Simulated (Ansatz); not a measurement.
| atom | x (Å) | y (Å) | z (Å) |
| --- | --- | --- | --- |
| C | -0.0403 | -0.0063 | -0.1348 |
| H | -0.0051 | 0.9937 | 0.2691 |
| H | -0.0482 | -1.0127 | 0.3279 |

Basis set: 6-31G (spherical functions). Left uncorrelated: 1 orbital. Charge 0, multiplicity 3.

Computed with Ansatz (development build ahead of 0.2.0); each method stands on the lowest determinant of its kind that the runs found.

The atomization energy at this shape (free ground-state atoms in the same class of orbitals less the molecule, no zero-point energy) of triplet CH₂:

```tsv
method	atomization energy
UHF-MP2	698.5 kJ/mol
```

Question: What does UHF give?

Answer: 620.5 kJ/mol.

This basis has no polarisation functions and is too small for such energies, which can lie far from measured ones in either direction.
